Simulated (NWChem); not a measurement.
Spin states of Te

```xyz
1

Te     0.0000     0.0000     0.0000
```
Charge 0, spin multiplicity 3.

Everything below was run with NWChem.

Basis set: def2-TZVP. The gap is E(triplet) − E(singlet), so a negative value puts the higher spin lower. Open shells are unrestricted, coupled cluster uses restricted open-shell references, and the singlet is the closed-shell solution. The triplet is the single determinant that the SCF runs reached, with unpaired electrons in orbitals of symmetry b1u and b2u (D2h labels); it need not be the lowest triplet, which in molecules with degenerate π orbitals can need several determinants. Where the lowest singlet needs several determinants, the single determinant used here isn't a pure state and places it wrongly.

```
method      vertical singlet-triplet gap (kcal/mol)  relative cost  difference from CCSD(T)
----------  ---------------------------------------  -------------  -----------------------
B3LYP                                         -29.3              1                     -3.1
HF                                            -43.0        under 3                    -16.8
B2PLYP                                        -30.4        under 3                     -4.1
MP2                                           -34.0        under 3                     -7.7
CAM-B3LYP                                     -29.7        under 3                     -3.5
CCSD(T)                                       -26.2             10                      0.0
CR-CCSD(T)                                    -27.2             20                     -0.9
```

The values span 16.8 kcal/mol, from HF (lowest) to CCSD(T) (highest). Relative cost: rough, from shared machines, SCF included, B3LYP = 1.

Effective core potentials replace the inner electrons of Te; spin-orbit coupling is left out. The correlated methods keep 4 core orbitals frozen. B3LYP has NWChem's definition, with VWN1-RPA local correlation. GW and range-separated runs recompute their integrals, the others keep them in memory, which bears on the times. The stability of the SCF solutions was not checked. Open-shell Hartree-Fock references start from PBE0 orbitals; any time given for them includes that run. No row is a measurement; the coupled-cluster row has its own basis-set and correlation limits.
